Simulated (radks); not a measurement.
Values are calculated unless marked as measured or tabulated.
All-electron atom: Ag3+ in [Kr] 4d7 5s1 (not the ground configuration). Code: a radial shooting solver on a logarithmic mesh with Libxc functionals. Model: scalar-relativistic Kohn-Sham, PBEsol, spin-unpolarised, spherical densities, finite nucleus; Fermi nuclear charge, rms radius 4.5454 fm.

Unscreened Slater integrals over Kohn-Sham orbitals (cm^-1).

integral    value
F0(5s,5s)   87075
F0(5s,4d)  104650
G2(5s,4d)   16738
F0(5s,4p)  108030
G1(5s,4p)  8179.5
F0(5s,4s)  109090
G0(5s,4s)  5499.8
F0(4d,4d)  163200
F2(4d,4d)   82280
F4(4d,4d)   54178
F0(4d,4p)  179450
F2(4d,4p)   89824
G1(4d,4p)  113550
G3(4d,4p)   69775
F0(4d,4s)  184970
G2(4d,4s)   84488
F0(4p,4p)  201680
F2(4p,4p)  105950
F0(4p,4s)  209640
G1(4p,4s)  142490
F0(4s,4s)  218760

Derived for the open shells (J is the average intra-shell exchange parameter used in DFT+U). 4d: Racah B = F2/49 - 5 F4/441 = 1065 cm^-1, C = 35 F4/441 = 4300 cm^-1, C/B = 4.04, F4/F2 = 0.658, J = (F2 + F4)/14 = 9747 cm^-1.
